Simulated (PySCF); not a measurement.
C9H9OP.
Atom-mapped SMILES: `[CH3:1][C:2]1=[CH:3][c:4]2[cH:5][cH:6][cH:7][cH:8][c:9]2[P@H:10]1=[O:11]`

NICS = −σ at a ghost point: NICS(0) at the centroid of the ring atoms, NICS(1) 1 Å to either side along the normal of their mean plane, zz for the tensor component along that normal. Level: GIAO PBE0/pcSseg-1 (PySCF, non-relativistic, gas phase) on the GFN2-xTB geometry, one conformer.

Ring bond lengths (Å), with Mayer bond orders in brackets: C2–C3 1.339 (1.75), C3–C4 1.456 (1.06), C4–C9 1.404 (1.34), C9–P10 1.812 (0.80), P10–C2 1.823 (0.80); C4–C5 1.386 (1.38), C5–C6 1.387 (1.42), C6–C7 1.386 (1.45), C7–C8 1.390 (1.41), C8–C9 1.378 (1.48), C9–C4 1.404 (1.34).

Q: What do the NICS probes read (ppm)?

A: 
```
             ring                                                                 type  NICS(0)  NICS(1), two faces  NICS(1)zz, two faces  rms pucker (Å)  centre to ring atoms, mean (Å)
  C2–C3–C4–C9–P10  5-membered ring with P; formal bonds 1 aromatic, 1 double, 3 single      3.0         -0.3 / -1.6             7.5 / 6.7            0.01                            1.33
C4–C5–C6–C7–C8–C9                     6-membered carbocycle; formal bonds all aromatic     -7.4       -10.4 / -10.5         -25.2 / -25.1            0.00                            1.39
```

Q: What can be read from them?

A: 
- C2–C3–C4–C9–P10: mean NICS(1)zz 7.1 ppm, deshielded. P10 has four or more neighbours; no verdict on aromaticity is drawn.
- C4–C5–C6–C7–C8–C9: mean NICS(1)zz -25.1 ppm, shielded, aromatic by this magnetic criterion (flat ring, no four-coordinate atom), though in fused rings the probe also feels the neighbouring ring.

Q: How equal are the bonds by HOMA? HOMA takes Krygowski's 1993 parameters.

A: 
- C4–C5–C6–C7–C8–C9: HOMA 0.98 = 1 − EN − GEO, with mean bond length 1.389 Å, EN = α(Ropt − mean)² = 0.000 and GEO = α × variance = 0.016. The geometric and the magnetic index point the same way.

Q: What is the mean of the two in-plane components of NICS at the first NICS(1) probe listed for ring C2–C3–C4–C9–P10, 1 Å off the ring?

A: The isotropic value is a third of the trace: (3 × -0.3 − (7.5))/2 = -4.2 ppm.
